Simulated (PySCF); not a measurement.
## How methods differ on the excitation energy of Kr²⁺

Kr²⁺ [Ar] 3d10 4s2 4p4 (3P) → Kr²⁺ [Ar] 3d10 4s2 4p3 5s1 (5S), as a difference of total energies. Computed with PySCF 2.14 in x2c-TZVPPall with one added diffuse shell each of s, p, d type (7s6p5d1f, 57 functions), with scalar relativity by spin-free X2C-1e. Correlated levels: valence: [Ar] 3d10 frozen; valence and next inner shell: [Ne] frozen. The calculations carry no spin-orbit coupling.

```tsv
method	excitation energy (eV)
UHF	17.184
LDA	17.679
PBE	17.532
PBE0	17.711
r2SCAN	18.136
B2PLYP	17.755
revPBE	17.561
wB97X-V	18.127
B3LYP	17.830
MP2 (valence)	17.403
SCS-MP2 (valence)	17.640
MP2 (valence and next inner shell)	17.435
SCS-MP2 (valence and next inner shell)	17.653
```

Q: How much does correlation contribute at MP2 (valence and next inner shell)?

A: 17.435 − (17.184) = 0.251 eV, measured against UHF.

A first-order spin-orbit estimate (lowest level to lowest level, LS coupling) adds 0.238 eV.

The promoted electron is Rydberg-like, and one or two diffuse shells describe it only roughly, which tends to raise the upper state.
